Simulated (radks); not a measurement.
Question: These are the eigenvalues of the occupied orbitals of an atom or ion with whole-number occupations (eV). Method: non-relativistic Kohn-Sham, PBE, spin-polarised, spherical densities, point nucleus; computed with a radial shooting solver on a logarithmic mesh with Libxc functionals.

orbital  eigenvalue
1s up     -48597.06

Which element is it, and in what charge state? The configuration may be excited. Open shells, if any, are filled with parallel spins first.

Answer: Z = 60, neodymium, charge +59: Nd59+ in 1s1. The 1s level, -1785.9 hartree, gives Z - s = 59.8 by -(Z - s)^2/2, which with screening narrows Z to a few neighbours, and with so few levels the electron count can be read from the list.
